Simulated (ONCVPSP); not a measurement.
# Before and after: ONCV potential for oxygen

- Element: oxygen (O)
- Generator: ONCVPSP 4.0.1
- Type: optimised norm-conserving Vanderbilt (ONCV)
- Functional: PBE
- Relativity: fully relativistic
- Frozen core: [He]
- Valence charge: 6
- Reference configuration: 2s2 2p2 (charge +2)
- Partial waves: 2s: rc 0.80 bohr, ncon 4, nbas 7, qcut 8.5 1/bohr, 2 projectors, debl 2.4 Ha; 2p: rc 1.95 bohr, ncon 4, nbas 8, qcut 6.7 1/bohr, 2 projectors, debl 3.8 Ha
- Local potential: polynomial inside 0.70 bohr (lpopt 5, dvloc0 6 Ha)
- Core correction: none

Open shells are filled in proportion to 2j + 1.

Change: s: qcut 5.7.

Cutoffs: the cutoffs (Ha) at which the residual kinetic energy of the hardest occupied pseudo-wave falls to 1 and 0.1 mHa per electron; they do not see the model core or the augmentation charge, which bear on the density cutoff. Errors are all-electron minus pseudo energies relative to the spin-unpolarised reference configuration.

**Question.** What does the change do?

**Answer.** The potential gets harder (66 Ha and 166 Ha → 162 Ha and 196 Ha); the errors of the 4 common tests hardly move; neither file shows a bound ghost.

```csv
quantity,base,changed
"cutoff, loose",66 Ha,162 Ha
"cutoff, tight",166 Ha,196 Ha
loose cutoff by channel,"s 66 Ha, p 18 Ha","s 162 Ha, p 18 Ha"
bound ghosts,none,none
GHOST(+) flags under 300 eV,none,none
"error for 2s2 2p4, meV [ΔE -50.02 eV]",+879,+887
"error for 2s2 2p3, meV [ΔE -33.59 eV]",+343,+346
"error for 2s2 2p1, meV [ΔE 53.87 eV]",+656,+661
"error for 2s0 2p6, meV [ΔE -20.08 eV]",+2106,+2193
s: phases at 0.81 bohr within 0.05 rad from the reference energy up to (Ha; the scan ends near 5),to the end of the scan,to the end of the scan
p3/2: phases at 1.98 bohr within 0.05 rad from the reference energy up to (Ha; the scan ends near 5),4.5,4.5
p1/2: phases at 1.98 bohr within 0.05 rad from the reference energy up to (Ha; the scan ends near 5),4.5,4.5
```
